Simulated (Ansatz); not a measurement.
A run for Ansatz (a program for electronic structure): R-CCSD(T)/cc-pV(D+d)Z on HF (SMILES F). The basis file is the Basis Set Exchange's JSON of that set.

Ansatz 0.2 input:
```yaml
crystal:
  periodic: [false, false, false]
  atoms:
    - {symbol: F, position_ang: [-0.00000000, 0.00000000, 0.46222970]}
    - {symbol: H, position_ang: [0.00000000, -0.00000000, -0.46222970]}
basis:
  gaussian:
    orbitals: cc-pV_D+d_Z.json
magnetization: {spin_polarized: false}
correlation: {method: ccsd_t, electrons: outside_noble_gas}
scf: {lower_state_search: off}
```

Give the final energy of this run.

-100.2281 hartree (reference determinant -100.0191, T1 diagnostic 0.006).
